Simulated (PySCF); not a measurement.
SMILES O=Cc1ccccc1C=O at its GFN2-xTB optimised geometry (Å):

```
16

O     -2.6795    -1.7162     0.0002
C     -1.4738    -1.7320    -0.0001
C     -0.6510    -0.5001     0.0000
C     -1.3310     0.7170     0.0000
C     -0.6520     1.9205     0.0000
C      0.7347     1.9244     0.0000
C      1.4254     0.7269     0.0000
C      0.7584    -0.5001     0.0000
C      1.5979    -1.7094     0.0000
O      1.2409    -2.8586     0.0001
H     -0.9127    -2.6760     0.0000
H     -2.4109     0.6871     0.0000
H     -1.1982     2.8517     0.0000
H      1.2758     2.8586     0.0000
H      2.5063     0.7348     0.0000
H      2.6795    -1.4633     0.0000
```

Method: PySCF with CAM-B3LYP/def2-TZVP. Cells within 0.4 Å of a nucleus heavier than hydrogen are left out (blank, or x).

Map of the electron localisation function on the plane z = 0.0 Å:

```
|0000000000000000000000000|
|0000000000000000000000000|
|0000000157300027620000000|
|0000001899910089992000000|
|0000004999940299996000000|
|0000002999961499994000000|
|0000000499966599950000000|
|0000000036xx9xx6400000000|
|0000353137xx82x7413651000|
|0002999858953488589996000|
|00029999xx53015xx99997000|
|000059994x74127xx99993000|
|0000015558856579646410000|
|0001110015xx9xx4300000000|
|0014786138x284x8538985000|
|0016898648953489489999300|
|00268xx8xx62004xx89999300|
|0026887715950157x58997100|
|001588736998078x740010000|
|000366305997088x871000000|
|0001320039910888984000000|
|0000000006400578874100000|
|0000000000000134442000000|
|0000000000000000100000000|
|0000000000000000000000000|
```
Scale: ten equal steps from 0.000 (start of '0') to 1.000 (end of '9'), in the order '0123456789'; x runs from -5.00 to 5.00, y from -5.00 (bottom) to 5.00 (top).
